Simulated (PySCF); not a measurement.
Computed Raman spectrum (relative Raman activity) of a molecule C4H5BO2. The structure is a stationary point at B3LYP-D3(BJ)/def2-SVP. Other conformers were not sampled. Method: B3LYP-D3(BJ)/def2-SVP (PySCF). Harmonic, unscaled wavenumbers; measured fundamentals usually lie a few per cent lower.

ν (cm⁻¹): 238 (vw), 555 (w), 566 (w), 713 (w), 813 (w), 951 (w), 958 (vw), 1054 (w), 1156 (w), 1178 (w), 1286 (w), 1441 (m), 1635 (s), 1710 (s), 3124 (s), 3214 (s), 3223 (s), 3240 (vs), 3836 (vs) (against the strongest line: vs over 80 %, s over 45 %, m over 15 %, w over 4 %, vw less)

Task: Which molecule gave these data?
A. C#C/C=C/B(O)O
B. O=CB1CC(=O)C1
C. O=CB1C=COC1
D. C=C1C=COB1O

Result: D, C=C1C=COB1O
